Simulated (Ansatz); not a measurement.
`N=[C](Cl)[GeH3]` + `C[SiH2]Br` → `C[SiH2][GeH3]` + `N=C(Cl)Br`  (formal exchange of groups at a Ge–C bond)

Computed with Ansatz on PBE0-D4/def2-TZVP structures; ΔE is electronic, products minus reactants. CCSD(T)/CBS adds triple-zeta CCSD(T) − MP2 to the extrapolated MP2 energy (def2 sets, frozen cores). DFT in def2-TZVPP. B3LYP here is the variant with VWN-RPA as its local correlation; programs differ in this. HSE06 is defined as in plane-wave codes. For Br, Ge outer-core shells are correlated without core-valence functions, which leaves a few kJ/mol of doubt a bond. Scalar relativity is left out up to krypton. Each species was taken in one conformer, which may not be the lowest.

```tsv
level	ΔE (kJ/mol)	difference from CCSD(T)/CBS
LDA (SPW92)	96.7	-29.6
revPBE-D4	97.6	-28.7
BLYP-D4	104.8	-21.5
r2SCAN-D4	112.4	-13.9
B97M-V	113.3	-13.0
PBE0-D4	110.5	-15.8
B3LYP-D4	114.3	-12.0
r2SCANh-D4	115.3	-11.0
r2SCAN0-D4	119.5	-6.8
HSE06-D4	110.4	-15.9
BHLYP-D4	128.4	2.1
CAM-B3LYP-D4	120.9	-5.4
ωB97X-V	121.6	-4.7
B2PLYP	120.3	-6.0
PBE-QIDH	121.9	-4.4
PBE	99.5	-26.8
revPBE	100.0	-26.3
BLYP	106.2	-20.1
r2SCAN	112.5	-13.8
PBE0	111.0	-15.3
B3LYP	115.3	-11.0
r2SCAN0	119.7	-6.6
HSE06	110.9	-15.4
BHLYP	129.1	2.8
CAM-B3LYP	121.4	-4.9
LC-ωPBE	119.4	-6.9
RPA@PBE/def2-TZVPP	116.5	-9.8
HF/def2-SVP	146.2	19.9
CCSD/def2-SVP	121.9	-4.4
CCSD(T)/def2-SVP	117.8	-8.5
HF/def2-TZVPP	147.5	21.2
SCS-MP2/def2-TZVPP	125.8	-0.5
CCSD/def2-TZVPP	124.9	-1.4
CCSD(T)/def2-TZVPP	120.9	-5.4
HF/def2-QZVPP	148.5	22.2
MP2/def2-QZVPP	128.4	2.1
SCS-MP2/def2-QZVPP	129.7	3.4
HF/CBS(def2)	148.7	22.4
MP2/CBS(def2)	130.3	4.0
CCSD/CBS(def2)	130.3	4.0
CCSD(T)/CBS	126.3	0
```

Largest T1 diagnostic among the species: 0.013.

From PBE to PBE0 (25 % exact exchange), in def2-TZVPP and without D4, ΔE moves by +11.4 kJ/mol. At CCSD(T), def2-SVP lies −8.5 kJ/mol from the extrapolated value and def2-TZVPP −5.4 kJ/mol.
